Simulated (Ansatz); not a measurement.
A structure relaxed at r2SCAN-D4/def2-SVP in Ansatz, charge 0, singlet:

```tsv
atom	x (Å)	y (Å)	z (Å)
As1	1.759	-0.611	1.920
As2	-1.307	0.240	0.275
As3	-0.061	2.419	-2.207
As4	0.314	-2.623	-1.142
Te5	1.167	0.208	-0.869
Te6	1.650	3.082	-0.380
Te7	-2.312	2.397	-0.937
Te8	-0.556	0.031	2.821
Te9	-2.189	-2.046	-0.573
Te10	1.534	-3.097	1.093
```

(1) Give its formula.

(2) Summarise the bond lengths by kind (pairs closer than 1.2 times the sum of covalent radii, bridged metal pairs left out).

Results:

(1) Te6As4.

(2) 13 × As–Te 2.57 to 2.97 Å; 1 × Te–Te 2.95 Å.

In the def2 sets Te takes a core potential; there is no spin–orbit coupling. Another isomer (singlet) lies 0.84 eV lower at PBE0-D4/def2-SVP; other spin states weren't run for this one.
